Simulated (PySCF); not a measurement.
AsH3. Atoms are numbered in the order given.

```xyz
4

As     0.0000     0.0000     0.0706
H      1.0983    -0.6341    -0.7767
H     -1.0983    -0.6341    -0.7767
H      0.0000     1.2682    -0.7767
```

Geometry optimised at B3LYP-D3(BJ)/def2-TZVPD.

Calculation: HF/def2-TZVPD (PySCF).

ESP charges are fitted to the potential on shells at 1.4 to 2.0 van der Waals radii. Atomic charges (e):

| atom | ESP fit | IAO |
|---|---|---|
| As1 | -0.09 | [?] |
| H2 | 0.03 | [?] |
| H3 | 0.03 | [?] |
| H4 | 0.03 | [?] |

Problem. What belongs in the gaps? (An estimate is asked for; the answer gives what the named calculation found.)

Solution. 
- As1, IAO: 0.21
- H2, IAO: -0.07
- H3, IAO: -0.07
- H4, IAO: -0.07
